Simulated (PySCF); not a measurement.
C₃H₃N₂, SMILES [c]1ncc[nH]1, multiplicity 2. Atoms are numbered in the order given.

```xyz
8

C     -1.1716    -0.1186     0.0000
N     -0.6622     1.0584     0.0000
C      0.7178     0.8833     0.0000
C      1.0070    -0.4715     0.0000
N     -0.2350    -1.1081     0.0000
H      1.4138     1.7308     0.0000
H      1.9507    -1.0279     0.0000
H     -0.4029    -2.1140     0.0000
```
Charge 0, spin multiplicity 2.

The structure is a stationary point at PBE-D3(BJ)/def2-SVP. The isomer is the one that the SMILES or the coordinates give; other isomers of the formula were not compared.

Two levels are set side by side: PBE/pcH-1 (PySCF) and PBE0/pcH-1 (PySCF). Contact hyperfine couplings, same geometry. Differences are taken from unrounded values.

| quantity | PBE0 |
|---|---|
| A(iso) of 13C, atom C1 (MHz) | 765.0 |
| A(iso) of 14N, atom N2 (MHz) | 95.8 |
| A(iso) of 13C, atom C3 (MHz) | 86.4 |
| A(iso) of 13C, atom C4 (MHz) | 2.4 |
| A(iso) of 14N, atom N5 (MHz) | 47.7 |
| A(iso) of 1H, atom H6 (MHz) | -1.0 |
| A(iso) of 1H, atom H7 (MHz) | 3.2 |
| A(iso) of 1H, atom H8 (MHz) | -3.1 |

Q: What does PBE give, and how far is it from PBE0? (Estimate from the structure and the level; the computed values follow.)

A: 
```
quantity                        PBE  PBE minus PBE0
----------------------------  -----  --------------
A(iso) of 13C, atom C1 (MHz)  742.9           -22.1
A(iso) of 14N, atom N2 (MHz)  112.2            16.3
A(iso) of 13C, atom C3 (MHz)   89.4             3.1
A(iso) of 13C, atom C4 (MHz)    0.7            -1.7
A(iso) of 14N, atom N5 (MHz)   52.8             5.1
A(iso) of 1H, atom H6 (MHz)    -1.3            -0.3
A(iso) of 1H, atom H7 (MHz)     0.7            -2.5
A(iso) of 1H, atom H8 (MHz)    -3.9            -0.7
```

Rough cost on one machine, each run with all the roots and properties that it gave: PBE0 against PBE within a factor of 2.
